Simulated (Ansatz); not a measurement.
H2MgSe, singlet, at a GFN2-xTB geometry (such geometries of metal compounds can be far from the true shape); SC-NEVPT2/STO-3G, CASSCF(4,3) (Ansatz, a program for electronic structure).

The Ansatz input:
Ansatz 0.2 input:
```yaml
crystal:
  periodic: [false, false, false]
  atoms:
    - {symbol: Mg, position_ang: [-0.90994948, -0.84214376, -1.17664700]}
    - {symbol: H, position_ang: [-1.79367499, -1.29268699, -2.41472734]}
    - {symbol: Se, position_ang: [0.35205266, 0.35600120, 0.44740198]}
    - {symbol: H, position_ang: [0.74327813, -0.70562875, 1.32282414]}
basis:
  gaussian:
    orbitals: STO-3G
magnetization: {spin_polarized: false}
correlation: {method: sc_nevpt2, electrons: all, active_space: {window: {electrons: 4, orbitals: 3}}}
```

Output, abridged:

```
Functional definition: HF
286 factors; integrals over basis functions are off by at most 2.5e-4 eV
mean field evaluation 1: about -69982.6399 eV, gradient 1.7e1 eV
mean field evaluation 2: about -69982.7422 eV, gradient 1.7e1 eV
mean field evaluation 4: about -69984.0504 eV, gradient 7.3e-1 eV
mean field evaluation 8: about -69984.0494 eV, gradient 4.1e-4 eV
mean field -69984.04938277 eV, -2571.8663779244 hartree, gradient 4.6e-6 eV, S^2 0.000000; 0 other end points of the search recorded, 0 dependent functions left out
reference -69984.04938277 eV, -2571.8663779244 hartree; 24, 24 occupied and 5, 5 virtual orbitals, 286 factors
state -69984.53654280 eV, -2571.8842807252 hartree
state -69984.53654280 eV, -2571.8842807252 hartree; corrected -69985.57488111 eV, -2571.9224389543 hartree
state -69984.50354422 eV, -2571.8830680497 hartree
state -69984.50354422 eV, -2571.8830680497 hartree; corrected -69985.54354471 eV, -2571.9212873628 hartree
state -69984.53654280 eV, -2571.8842807252 hartree; corrected -69985.57488111 eV, -2571.9224389543 hartree
Total energy: -69985.57488111 eV, -2571.9224389543 hartree
```
